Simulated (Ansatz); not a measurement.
Cartesian coordinates in Å:
```
F -1.0998 -0.7544 -1.0072
Si -0.1466 0.0236 -0.0195
F -1.0333 1.0972 0.7224
I 1.5471 1.1518 -1.2918
I 0.7326 -1.5182 1.5961
```

The species carries charge 0 and has multiplicity 1. I takes the def2 core potential.

Task: List the PBE/def2-TZVPP orbital energies in eV (Ansatz 0.2.0). (Best estimate.)

Result: Ansatz gave: Occupied: -1783.03, -660.76, -660.75, -180.46, -180.46, -140.44, -127.83, -127.83, -127.60, -127.60, -127.60, -127.60, -97.19, -97.19, -97.18, -49.95, -49.95, -49.87, -49.87, -49.87, -49.87, -49.67, -49.67, -49.67, -49.67, -30.79, -30.27, -18.48, -17.98, -14.25, -12.66, -11.87, -11.80, -10.94, -10.60, -10.19, -8.68, -7.61, -7.44, -7.11, -6.93. Lowest empty: -2.42, -0.74, -0.34, -0.14, 2.06, 2.15, 2.71, 2.87.
